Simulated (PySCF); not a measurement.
How methods differ on the ionisation energy of Au²⁺

Au²⁺ [Xe] 4f14 5d9 (2D) → Au³⁺ [Xe] 4f14 5d8 (3F), as a difference of total energies. All numbers are calculated (PySCF 2.14, a scalar-relativistic core potential, in def2-TZVPPD with the def2 core potential (60 electrons)). Correlated levels: valence: 5s2 5p6 frozen. The calculations carry no spin-orbit coupling.

```csv
method,ionisation energy (eV)
UHF,30.900
MP2 (valence),32.628
SCS-MP2 (valence),32.517
CCSD (valence),32.416
CCSD(T) (valence),32.499
```

Task: How much does correlation contribute at CCSD(T) (valence)?

Result: 32.499 − (30.900) = 1.599 eV, measured against UHF.

The reference lies between the lowest fine-structure levels, while these numbers refer to the centres of the terms.

Errors of the correlated levels include the incompleteness of this basis and the frozen core.

For comparison: 30 ± 1.6 eV (theoretical estimate listed by NIST; NIST Atomic Spectra Database, ionization energies).
